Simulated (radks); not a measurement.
The numbers below are computed, except where a source is named.
Species: Pd3+. Configuration: [Kr] 4d5.5 5s1.5 (fractional occupations, a model configuration). Code: a radial shooting solver on a logarithmic mesh with Libxc functionals. Model: scalar-relativistic Kohn-Sham, PBE, spin-unpolarised, spherical densities, point nucleus. Some entries of the table are withheld. Estimate them.

| orbital | occ. | eigenvalue (eV) | <r^2> (bohr^2) | r(max) (bohr) |
|---|---|---|---|---|
| 1s | 2 | -24217.09 | 0.001371 | 0.02066 |
| 2s | 2 | -3579.900 | 0.02256 | 0.1168 |
| 2p | 6 | -3214.787 | 0.01777 | 0.09340 |
| 3s | 2 | -687.0926 | 0.1645 | (1) |
| 3p | 6 | -567.0991 | 0.1665 | 0.3349 |
| 3d | 10 | -376.6517 | 0.1524 | 0.2822 |
| 4s | 2 | -134.0727 | (2) | 0.8466 |
| 4p | 6 | -99.0389 | 1.165 | (3) |
| 4d | 5.5 | -48.0576 | 1.841 | 1.037 |
| 5s | 1.5 | -33.4654 | 5.942 | 2.091 |

Answer. 
(1) 3s r(max) (bohr): 0.3417
(2) 4s <r^2> (bohr^2): 0.9789
(3) 4p r(max) (bohr): 0.9006
